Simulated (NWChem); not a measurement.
The numbers come from NWChem runs, not from measurements. System: Te, charge 0, spin multiplicity 3. Its SCF solution wasn't tested for a lower state. Level: UPBE/def2-TZVP with def2 effective core potentials on Te.

Job file:

```
start mol
memory heap 200 mb stack 900 mb global 1100 mb
geometry units angstroms nocenter noautoz
  Te     0.000000     0.000000     0.000000
  symmetry group D2h
end
basis spherical
  * library def2-tzvp
end
ecp
  Te library def2-ecp
end
dft
  xc xpbe96 cpbe96
  odft
  mult 3
  semidirect memsize 60000000 filesize 0
  iterations 100
end
task dft energy
```

NWChem printed:

```
             Northwest Computational Chemistry Package (NWChem) 7.3.0
             --------------------------------------------------------

                                NWChem Input Module
                                -------------------

 Scaling coordinates for geometry "geometry" by  1.889725989
 (inverse scale =  0.529177249)

                             Geometry "geometry" -> ""
                             -------------------------

 Output coordinates in angstroms (scale by  1.889725989 to convert to a.u.)

  No.       Tag          Charge          X              Y              Z
 ---- ---------------- ---------- -------------- -------------- --------------
    1 Te                  52.0000     0.00000000     0.00000000     0.00000000

 Effective nuclear repulsion energy (a.u.)       0.0000000000

            Nuclear Dipole moment (a.u.)
            ----------------------------
        X                 Y               Z
 ---------------- ---------------- ----------------
     0.0000000000     0.0000000000     0.0000000000

      Symmetry information
      --------------------

 Group name             D2h
 Group number             26
 Group order               8
 No. of unique centers     1

      Symmetry unique atoms

     1


 Summary of "ao basis" -> "" (spherical)
 ------------------------------------------------------------------------------
       Tag                 Description            Shells   Functions and Types
 ---------------- ------------------------------  ------  ---------------------
 *                         def2-tzvp                  on all atoms

 Summary of "ao basis" -> "ao basis" (spherical)
 ------------------------------------------------------------------------------
       Tag                 Description            Shells   Functions and Types
 ---------------- ------------------------------  ------  ---------------------
 Te                        def2-tzvp                16       50   6s5p3d2f

 Summary of "ao basis" -> "ao basis" (spherical)
 ------------------------------------------------------------------------------
       Tag                 Description            Shells   Functions and Types
 ---------------- ------------------------------  ------  ---------------------
 Te                        def2-tzvp                16       50   6s5p3d2f

      Symmetry analysis of basis
      --------------------------

        ag         12
        au          2
        b1g         3
        b1u         9
        b2g         3
        b2u         9
        b3g         3
        b3u         9

            General Information
            -------------------
          SCF calculation type: DFT
          Wavefunction type:  spin polarized.
          No. of atoms     :     1
          No. of electrons :    24
           Alpha electrons :    13
            Beta electrons :    11
          Charge           :     0
          Spin multiplicity:     3
          Use of symmetry is: on ; symmetry adaption is: on
          Maximum number of iterations: 100
          AO basis - number of functions:    50
                     number of shells:    16
          Convergence on energy requested:  1.00D-06
          Convergence on density requested:  1.00D-05
          Convergence on gradient requested:  5.00D-04

              XC Information
              --------------
          PerdewBurkeErnzerhof Exchange Functional  1.000
            Perdew 1991 LDA Correlation Functional  1.000 local
           PerdewBurkeErnz. Correlation Functional  1.000 non-local

             Grid Information
             ----------------
          Grid used for XC integration:  medium
          Radial quadrature: Mura-Knowles
          Angular quadrature: Lebedev.
          Tag              B.-S. Rad. Rad. Pts. Rad. Cut. Ang. Pts.
          ---              ---------- --------- --------- ---------
          Te                  1.40      123           6.0       590
          Grid pruning is: on
          Number of quadrature shells:   123
          Spatial weights used:  Erf1

          Convergence Information
          -----------------------
          Convergence aids based upon iterative change in
          total energy or number of iterations.
          Levelshifting, if invoked, occurs when the
          HOMO/LUMO gap drops below (HL_TOL):  1.00D-02
          DIIS, if invoked, will attempt to extrapolate
          using up to (NFOCK): 10 stored Fock matrices.

                    Damping( 0%)  Levelshifting(0.5)       DIIS
                  --------------- ------------------- ---------------
          dE  on:    start            ASAP                start
          dE off:    2 iters        100 iters           100 iters

      Screening Tolerance Information
      -------------------------------
          Density screening/tol_rho:  1.00D-10
          AO Gaussian exp screening on grid/accAOfunc:  14
          CD Gaussian exp screening on grid/accCDfunc:  20
          XC Gaussian exp screening on grid/accXCfunc:  20
          Schwarz screening/accCoul:  1.00D-08

      Superposition of Atomic Density Guess
      -------------------------------------

 Sum of atomic energies:        -311.26825402

      Non-variational initial energy
      ------------------------------

 Total energy =    -266.760983
 1-e energy   =    -466.664462
 2-e energy   =     199.903479
 HOMO         =      -0.241175
 LUMO         =      -0.241175

 !!!!!!!!!!!!!!!!!!!!!!!!!!!!!!!!!!!!!!!!!!!!!!!!!!!!!!!!!!!!!!!!!!!!!!
 Warning - the HOMO and LUMO are degenerate and you are using symmetry.
 This can lead to non-variational energies and poor convergence.
[...]
   convergence    iter        energy       DeltaE   RMS-Dens  Diis-err    time
 ---------------- ----- ----------------- --------- --------- ---------  ------
 d= 0,ls=0.0,diis     1   -267.9579290103 -2.68D+02  9.63D-03  3.93D-02     0.8
                                                     2.21D-02  2.92D-02
 d= 0,ls=0.5,diis     2   -267.9618433512 -3.91D-03  1.86D-03  2.51D-02     0.8
                                                     1.55D-03  7.17D-03
 d= 0,ls=0.5,diis     3   -267.9698939439 -8.05D-03  1.09D-03  5.73D-03     0.9
                                                     6.90D-04  9.09D-04
 d= 0,ls=0.5,diis     4   -267.9722650519 -2.37D-03  6.80D-04  1.32D-03     0.9
                                                     4.35D-04  2.95D-04
 d= 0,ls=0.5,diis     5   -267.9729347765 -6.70D-04  3.28D-04  1.81D-04     1.0
                                                     1.69D-04  3.23D-05
  Resetting Diis
 d= 0,ls=0.5,diis     6   -267.9730579433 -1.23D-04  1.80D-04  3.55D-05     1.0
                                                     8.57D-05  7.41D-06
 d= 0,ls=0.5,diis     7   -267.9730867957 -2.89D-05  1.02D-04  8.21D-06     1.1
                                                     5.84D-05  2.33D-06
 d= 0,ls=0.5,diis     8   -267.9730948431 -8.05D-06  6.14D-05  2.23D-06     1.1
                                                     3.58D-05  7.77D-07

 !! scf_movecs_sym_adapt:    2 vectors were symmetry contaminated

  Symmetry fudging
 d= 0,ls=0.5,diis     9   -267.9730969966 -2.15D-06  3.37D-05  7.84D-07     1.2
                                                     1.74D-05  3.10D-07
 d= 0,ls=0.5,diis    10   -267.9730977100 -7.13D-07  1.94D-05  2.46D-07     1.2
                                                     8.80D-06  6.90D-08
 d= 0,ls=0.5,diis    11   -267.9730979643 -2.54D-07  1.14D-05  8.32D-08     1.3
                                                     5.19D-06  2.30D-08
 d= 0,ls=0.5,diis    12   -267.9730980530 -8.88D-08  6.68D-06  2.86D-08     1.4
                                                     3.05D-06  8.30D-09

         Total DFT energy =     -267.973098083419
      One electron energy =     -466.826213748577
           Coulomb energy =      219.577572333573
    Exchange-Corr. energy =      -20.724456668415
 Nuclear repulsion energy =        0.000000000000

 Numeric. integr. density =       24.000000082676

     Total iterative time =      1.0s

                  Occupations of the irreducible representations
                  ----------------------------------------------

                     irrep           alpha         beta
                     --------     --------     --------
                     ag                4.0          4.0
                     au                0.0          0.0
                     b1g               1.0          1.0
                     b1u               2.0          1.0
                     b2g               1.0          1.0
                     b2u               2.0          2.0
                     b3g               1.0          1.0
                     b3u               2.0          1.0

                    DFT Final Alpha Molecular Orbital Analysis
                    ------------------------------------------

 Vector   11  Occ=1.000000D+00  E=-2.494575D-01  Symmetry=b3u
              MO Center=  1.9D-15, -7.6D-16, -2.3D-16, r^2= 2.2D+00
   Bfn.  Coefficient  Atom+Function         Bfn.  Coefficient  Atom+Function
  ----- ------------  ---------------      ----- ------------  ---------------
    16      0.576836  1 Te px                10     -0.445987  1 Te px
    13      0.369922  1 Te px                19      0.242275  1 Te px
     7     -0.071764  1 Te px

 Vector   12  Occ=1.000000D+00  E=-2.494574D-01  Symmetry=b1u
              MO Center= -4.8D-16,  1.0D-15, -6.4D-17, r^2= 2.2D+00
   Bfn.  Coefficient  Atom+Function         Bfn.  Coefficient  Atom+Function
  ----- ------------  ---------------      ----- ------------  ---------------
    18      0.576965  1 Te pz                12     -0.446014  1 Te pz
    15      0.369932  1 Te pz                21      0.242112  1 Te pz
     9     -0.071768  1 Te pz

 Vector   13  Occ=1.000000D+00  E=-2.132980D-01  Symmetry=b2u
              MO Center= -5.2D-16,  6.2D-17,  3.5D-16, r^2= 2.3D+00
   Bfn.  Coefficient  Atom+Function         Bfn.  Coefficient  Atom+Function
  ----- ------------  ---------------      ----- ------------  ---------------
    17      0.542156  1 Te py                11     -0.436554  1 Te py
    14      0.365393  1 Te py                20      0.286973  1 Te py
     8     -0.070166  1 Te py

 Vector   14  Occ=0.000000D+00  E= 1.117040D-01  Symmetry=b1u
              MO Center= -2.4D-17, -3.8D-17,  3.0D-19, r^2= 7.2D+00
   Bfn.  Coefficient  Atom+Function         Bfn.  Coefficient  Atom+Function
  ----- ------------  ---------------      ----- ------------  ---------------
    21      1.546886  1 Te pz                18     -1.225864  1 Te pz
    12      0.259596  1 Te pz                15     -0.094023  1 Te pz
     9      0.041239  1 Te pz

 Vector   15  Occ=0.000000D+00  E= 1.117041D-01  Symmetry=b3u
              MO Center=  1.5D-19, -1.2D-18,  2.9D-18, r^2= 7.2D+00
   Bfn.  Coefficient  Atom+Function         Bfn.  Coefficient  Atom+Function
  ----- ------------  ---------------      ----- ------------  ---------------
    19      1.546860  1 Te px                16     -1.225925  1 Te px
    10      0.259643  1 Te px                13     -0.094062  1 Te px
     7      0.041246  1 Te px

 Vector   16  Occ=0.000000D+00  E= 1.267367D-01  Symmetry=b2u
              MO Center=  4.3D-15,  9.0D-17, -1.2D-15, r^2= 7.1D+00
   Bfn.  Coefficient  Atom+Function         Bfn.  Coefficient  Atom+Function
  ----- ------------  ---------------      ----- ------------  ---------------
    20      1.547022  1 Te py                17     -1.262509  1 Te py
    11      0.265520  1 Te py                14     -0.086363  1 Te py
     8      0.042195  1 Te py

                     DFT Final Beta Molecular Orbital Analysis
                     -----------------------------------------

 Vector    9  Occ=1.000000D+00  E=-1.504412D+00  Symmetry=ag
              MO Center=  7.4D-17,  2.3D-15,  5.7D-15, r^2= 3.1D-01
   Bfn.  Coefficient  Atom+Function         Bfn.  Coefficient  Atom+Function
  ----- ------------  ---------------      ----- ------------  ---------------
    26      0.788944  1 Te d  2              24      0.455480  1 Te d  0
    31      0.129093  1 Te d  2              29      0.074529  1 Te d  0

 Vector   10  Occ=1.000000D+00  E=-5.275641D-01  Symmetry=ag
              MO Center=  6.2D-18, -5.2D-16,  9.2D-16, r^2= 1.4D+00
   Bfn.  Coefficient  Atom+Function         Bfn.  Coefficient  Atom+Function
  ----- ------------  ---------------      ----- ------------  ---------------
     5      0.843899  1 Te s                  2      0.697441  1 Te s
     3     -0.593764  1 Te s                  6      0.434970  1 Te s
     1     -0.416570  1 Te s                  4     -0.381862  1 Te s

 Vector   11  Occ=1.000000D+00  E=-1.923450D-01  Symmetry=b2u
              MO Center= -9.2D-16, -3.0D-15, -2.8D-15, r^2= 2.4D+00
   Bfn.  Coefficient  Atom+Function         Bfn.  Coefficient  Atom+Function
  ----- ------------  ---------------      ----- ------------  ---------------
    17      0.515184  1 Te py                11     -0.433824  1 Te py
    14      0.369856  1 Te py                20      0.314891  1 Te py
     8     -0.069656  1 Te py

 Vector   12  Occ=0.000000D+00  E=-1.845939D-01  Symmetry=b1u
              MO Center= -1.2D-16, -7.7D-16, -1.8D-16, r^2= 2.4D+00
   Bfn.  Coefficient  Atom+Function         Bfn.  Coefficient  Atom+Function
  ----- ------------  ---------------      ----- ------------  ---------------
    18      0.504610  1 Te pz                12     -0.440005  1 Te pz
    15      0.384547  1 Te pz                21      0.314777  1 Te pz
     9     -0.070591  1 Te pz

 Vector   13  Occ=0.000000D+00  E=-1.845929D-01  Symmetry=b3u
              MO Center= -1.6D-15, -9.4D-16,  9.7D-16, r^2= 2.4D+00
   Bfn.  Coefficient  Atom+Function         Bfn.  Coefficient  Atom+Function
  ----- ------------  ---------------      ----- ------------  ---------------
    16      0.504609  1 Te px                10     -0.440005  1 Te px
    13      0.384546  1 Te px                19      0.314778  1 Te px
     7     -0.070591  1 Te px

 Vector   14  Occ=0.000000D+00  E= 1.362532D-01  Symmetry=b2u
              MO Center=  3.6D-16,  1.3D-15,  4.9D-16, r^2= 7.1D+00
   Bfn.  Coefficient  Atom+Function         Bfn.  Coefficient  Atom+Function
  ----- ------------  ---------------      ----- ------------  ---------------
    20      1.544276  1 Te py                17     -1.276945  1 Te py
    11      0.270876  1 Te py                14     -0.087650  1 Te py
     8      0.043036  1 Te py

   alpha - beta orbital overlaps
   -----------------------------

   alpha      1      2      3      4      5      6      7      8      9     10
    beta      1      2      3      4      5      6      7      8      9     10
 overlap   1.000  1.000  1.000  1.000  1.000  1.000  1.000  1.000  1.000  0.999

   alpha     11     12     13     14     15     16     17     18     19     20
    beta     13     12     11     15     16     14     20     21     18     17
 overlap   0.999  0.999  0.999  0.999  0.999  1.000  1.000  1.000  1.000  1.000

   alpha     21     22     23     24     25     26     27     28     29     30
    beta     19     22     28     29     23     24     26     25     27     31
 overlap   0.901  0.901  1.000  1.000  1.000  1.000  0.999  0.999  0.999  1.000

   alpha     31     32     33     34     35     36     37     38     39     40
    beta     32     30     35     36     34     33     37     38     39     40
 overlap   1.000  1.000  1.000  1.000  1.000  1.000  1.000  1.000  1.000  1.000

   alpha     41     42     43     44     45     46     47     48     49     50
    beta     41     42     43     44     45     47     46     48     49     50
 overlap   1.000  1.000  1.000  1.000  1.000  1.000  1.000  1.000  1.000  1.000

     --------------------------
     Expectation value of S2:
     --------------------------
      <S2> =      2.0027 (Exact =     2.0000)

 Task  times  cpu:        1.4s     wall:        1.4s

 Total times  cpu:        1.4s     wall:        1.4s
```
